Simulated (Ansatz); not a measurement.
Gas-phase reaction R1 → 2 P1, each structure at its B3LYP-D3(BJ)/def2-TZVP stationary point, reached from a drawn start (curvature not checked).
P1: O atom, charge 0, multiplicity 3.
R1, O2 (SMILES O=O) (charge 0, multiplicity 3, Z-matrix in Å and degrees):
```
O
O 1 1.2043
```

P less R. No zero-point or thermal terms; open shells are unrestricted; no spin–orbit coupling.

Correlated levels freeze the cores.

Programs: Ansatz (Gaussian basis) for Hartree–Fock, density functionals and correlated methods. No computed number here is a measurement.

```csv
level,reaction energy (kcal/mol)
SVWN5/def2-TZVPP,174.97
BLYP/def2-TZVPP,135.61
revPBE/def2-TZVPP,134.89
r2SCAN/def2-TZVPP,129.83
B2PLYP/def2-TZVPP,122.29
SCS-MP2/cc-pVQZ,117.92
CCSD/cc-pVDZ,98.90
CCSD(T)/cc-pVTZ,?
CCSD(T)/cc-pVQZ,?
```

Question: Some entries are withheld; supply them.

Answer: 
- CCSD(T)/cc-pVTZ, reaction energy (kcal/mol): 113.60
- CCSD(T)/cc-pVQZ, reaction energy (kcal/mol): 117.18

Ansatz is a program for electronic structure.
